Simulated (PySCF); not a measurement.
S2 (SMILES S=S), triplet, at a GFN2-xTB geometry. Base run: PySCF with TPSS/3-21G.

Geometry (Å):
```xyz
2

S      0.0000     0.0000    -0.9500
S      0.0000     0.0000     0.9500
```
Charge 0, spin multiplicity 3.
Orbitals are unrestricted.
All else is at PySCF's defaults.

Variants of this job, named by their change:

| change | E (Eh) | HOMO (eV) | <S^2> | core-seconds (rough) |
|---|---|---|---|---|
| base | -792.43497 | -6.14 | 2.002 | 2 |
| functional = pw6b95 | -793.03220 | -7.36 | 2.003 | 1 |
| functional = lda,vwn | -789.66145 | -5.96 | 2.001 | 0.4 |
| functional = b97-1 | -792.30971 | -7.00 | 2.003 | 0.7 |
| functional = pbe0; dispersion = d3zero | -792.10850 | -7.39 | 2.003 | 0.7 |
| functional = r2scan | -792.29213 | -6.41 | 2.003 | 1 |
| functional = scan | -792.44420 | -6.42 | 2.002 | 1 |
| functional = x3lyp | -792.32863 | -7.04 | 2.003 | 1 |
| functional = mn15 | -791.69920 | -7.85 | 2.002 | 1 |
| functional = blyp; dispersion = d3bj | -792.38880 | -5.69 | 2.001 | 0.8 |
| functional = pw91,pw91 | -792.36093 | -5.98 | 2.001 | 0.7 |
| functional = b97m_v | -792.16822 | -6.26 | 2.002 | 20 |
| functional = o3lyp | -792.38171 | -6.56 | 2.003 | 0.8 |

Absolute energies of different levels of theory aren't comparable as measures of quality.

Open shells are given as the SCF converged; they aren't shown to be the lowest states, and a large step between rows can be another state.
